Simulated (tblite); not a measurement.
C6H5S (doublet state).
SMILES with atom numbers: `[SH:1][C@:2]12[C@@H:3]3[C@H:4]4[C:5]([C@@H:6]14)[C@H:7]23` (hydrogens: H8 on S1; H9 on C3; H10 on C4; H11 on C6; H12 on C7)

Computed with GFN2-xTB (tblite), gas phase: L-BFGS steps from a force-field or distance-geometry start until the largest atomic force falls under 0.01 eV/Å.

At the end of the run (lengths in Å): C5–C7 1.550, S1–C2 1.766, C4–C5 1.501, C4–C6 1.537, C2–C3 1.548, C7–H12 1.073, C2–C6 1.527, C4–C3–C7 91.4°, C2–C7–C5 88.2°, C6–C2–C7 91.6°, C5–C4–C6 58.9°, S1–C2–C3–C4 -150°, C2–C3–C4–C5 -59°, C3–C4–C5–C6 91°, H11–C6–C2–S1 4°, H11–C6–C4–C3 146°.

Problem. These geometries were met on the way; a selection of coordinates is given. Order them by energy above the end point, lowest first.
A. C5–C7 1.542, S1–C2 1.767, C4–C5 1.499, C4–C6 1.527, C2–C3 1.549, C7–H12 1.070, C2–C6 1.537, C4–C3–C7 91.2°, C2–C7–C5 88.9°, C6–C2–C7 90.5°, C5–C4–C6 58.6°, S1–C2–C3–C4 -151°, C2–C3–C4–C5 -60°, C3–C4–C5–C6 91°, H11–C6–C2–S1 -12°, H11–C6–C4–C3 161°
B. C5–C7 1.535, S1–C2 1.782, C4–C5 1.498, C4–C6 1.549, C2–C3 1.545, C7–H12 1.075, C2–C6 1.544, C4–C3–C7 91.8°, C2–C7–C5 88.4°, C6–C2–C7 91.2°, C5–C4–C6 58.7°, S1–C2–C3–C4 -150°, C2–C3–C4–C5 -60°, C3–C4–C5–C6 92°, H11–C6–C2–S1 -4°, H11–C6–C4–C3 154°
C. C5–C7 1.529, S1–C2 1.707, C4–C5 1.506, C4–C6 1.542, C2–C3 1.520, C7–H12 1.020, C2–C6 1.519, C4–C3–C7 90.0°, C2–C7–C5 89.8°, C6–C2–C7 91.1°, C5–C4–C6 59.6°, S1–C2–C3–C4 -152°, C2–C3–C4–C5 -58°, C3–C4–C5–C6 89°, H11–C6–C2–S1 -19°, H11–C6–C4–C3 167°
D. C5–C7 1.448, S1–C2 1.682, C4–C5 1.431, C4–C6 1.470, C2–C3 1.489, C7–H12 1.062, C2–C6 1.474, C4–C3–C7 86.7°, C2–C7–C5 91.7°, C6–C2–C7 88.9°, C5–C4–C6 61.2°, S1–C2–C3–C4 -153°, C2–C3–C4–C5 -58°, C3–C4–C5–C6 88°, H11–C6–C2–S1 -21°, H11–C6–C4–C3 168°
E. C5–C7 1.542, S1–C2 1.741, C4–C5 1.503, C4–C6 1.527, C2–C3 1.527, C7–H12 1.050, C2–C6 1.523, C4–C3–C7 90.8°, C2–C7–C5 89.5°, C6–C2–C7 91.0°, C5–C4–C6 59.2°, S1–C2–C3–C4 -151°, C2–C3–C4–C5 -59°, C3–C4–C5–C6 90°, H11–C6–C2–S1 -16°, H11–C6–C4–C3 165°

Solution. B (0.057 eV), A (0.131 eV), E (0.229 eV), C (0.454 eV), D (0.825 eV).

```csv
step,E above end (eV),"rms distance from the end, all atoms (Å)",largest force (eV/Å),rms shift of all bonds from the end (Å)
6,0.057,0.116,0.472,0.010
3,0.131,0.132,0.609,0.005
2,0.229,0.138,1.091,0.014
1,0.454,0.145,2.265,0.031
0,0.825,0.154,3.981,0.049
```

Rows stand in the order of the answer.
